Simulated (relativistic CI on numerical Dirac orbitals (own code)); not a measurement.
Ta XIII: q coefficients and field-shift factors

These numbers are calculated, not measured: Dirac-Coulomb-Breit CI, orbitals from a KLI potential per configuration, derivatives by finite differences, unscaled Slater integrals, QED left out (own radial code, finite nucleus).

Configuration list (outside the closed core [Kr] 4d10): 4f13.5s2, 4f12.5s2.5p, 4f13.5s.5p, 4f14.5s, 4f12.5s.5p2, 4f14.5p, 4f13.5s.5d, 4f13.5p2, 4f12.5p3. Double excitations out of closed p, d and f shells are left out; levels of such configurations are missing from the list, as are those of other unlisted configurations, and high levels can miss mixing partners.

With x = (α/α₀)² − 1 an excitation energy changes as ω = ω₀ + qx; K = 2q/ω₀ is the relative enhancement. Terms are leading LS components, so labels can repeat. The field-shift factor is F = δν/δ⟨r²⟩ for the transition from the lowest level.

Lowest level 4f13.5s2 2F°_7/2.

| Level | ω₀ (cm⁻¹) | q (cm⁻¹) | F (GHz/fm²) |
| --- | --- | --- | --- |
| 4f12.5s2.5p 4G°_11/2 | 3073.0 | -206000 | 42.4 |
| 4f12.5s2.5p 2I°_13/2 | 8827.6 | -206900 | 42.5 |
| 4f12.5s2.5p 4D°_7/2 | 13500.5 | -208200 | 42.7 |
| 4f13.5s2 2F°_5/2 | 15426.6 | 14310 | 0.812 |
| 4f12.5s2.5p 2G°_9/2 | 16363.9 | -206000 | 42.5 |
| 4f12.5s2.5p 4I°_11/2 | 20908.2 | -194000 | 43.3 |
| 4f12.5s2.5p 4G°_9/2 | 21148.2 | -193100 | 43.2 |
| 4f12.5s2.5p 4G°_7/2 | 26666.3 | -192500 | 43.4 |
| 4f12.5s2.5p 4G°_5/2 | 29757.8 | -194900 | 43.4 |
| 4f12.5s2.5p 4I°_9/2 | 30200.0 | -189800 | 43.4 |
| 4f12.5s2.5p 2D°_3/2 | 31992.1 | -200400 | 43.2 |
| 4f12.5s2.5p 2F°_5/2 | 34031.1 | -195300 | 42.8 |
| 4f12.5s2.5p 4G°_7/2 | 36715.5 | -190500 | 43 |
| 4f12.5s2.5p 2H°_9/2 | 41039.1 | -184100 | 44.2 |
| 4f12.5s2.5p 2G°_7/2 | 50198.6 | -176300 | 43.5 |
| 4f12.5s2.5p 4P°_3/2 | 53671.0 | -195300 | 43.4 |
| 4f12.5s2.5p 2F°_5/2 | 54903.6 | -191400 | 43.4 |
| 4f12.5s2.5p 2K°_13/2 | 62988.7 | -195900 | 44 |
| 4f12.5s2.5p 4D°_1/2 | 64159.0 | -191200 | 43.7 |
| 4f12.5s2.5p 2H°_11/2 | 65557.9 | -191800 | 43.3 |
| 4f12.5s2.5p 4D°_1/2 | 65952.0 | -195100 | 43.2 |
| 4f12.5s2.5p 4D°_3/2 | 71188.8 | -185500 | 43.6 |
| 4f12.5s2.5p 2D°_5/2 | 72658.6 | -183200 | 43.8 |

At this charge transitions that keep the count of f electrons are usually good to a few per cent. Terms inside the open d or f shell come out 10 to 20 % too wide with unscaled integrals. Levels and lines within the n = 5 or 6 shells can be off by up to 10 % or somewhat more, and those that change n by about 2 %, since core polarisation is missing. Levels that differ in their count of f electrons can be misplaced by several ten thousand cm⁻¹, since the correlation energy of f electrons is missing or only estimated; rates across such gaps can be off by orders of magnitude.

Q: Which transition from the lowest level has the largest |K|?

A: 4f12.5s2.5p 4G°_11/2 at 3073.0 cm⁻¹, K = -134.
